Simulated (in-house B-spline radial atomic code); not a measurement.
Values are calculated unless marked as measured or tabulated.
Weak and strong correlation along the adiabatic connection

Two-electron singlets in several external potentials (atomic units), by full CI in B-splines with partial waves to l = 8 (correlation energies up to 0.6 % small). The repulsion is scaled by λ at fixed density; W(λ) is the mean repulsion less the Hartree energy, W(0) = E_x, and the area under W from 0 to 1 is E_xc.

One system gave this curve:

| λ | W (hartree) |
| --- | --- |
| 0 | -0.64606 |
| 0.02 | -0.64807 |
| 0.05 | -0.65102 |
| 0.12 | -0.65767 |
| 0.25 | -0.66919 |
| 0.4 | -0.68127 |
| 0.6 | -0.69562 |
| 0.8 | -0.70829 |
| 1 | -0.71953 |
| 1.4 | -0.73855 |
| 2 | -0.76067 |
| 3 | -0.78666 |
| 4.5 | -0.8116 |

(1) Which system is it?
A. −Z/r, Z = 10
B. ω²r²/2 − Z/r, ω = 3.65, Z = 3
C. −V exp(−r²/w²), V = 13.3, w = 1.8
D. −Z/r, Z = 1.4

Results:

(1) D. The exchange energy sets the size: −Z/r, Z = 1.4: E_x = -0.646, E_c = -0.0407; −Z/r, Z = 10: E_x = -6.03, E_c = -0.0455; ω²r²/2 − Z/r, ω = 3.65, Z = 3: E_x = -2.23, E_c = -0.0429; −V exp(−r²/w²), V = 13.3, w = 1.8: E_x = -1.2, E_c = -0.0434 hartree.
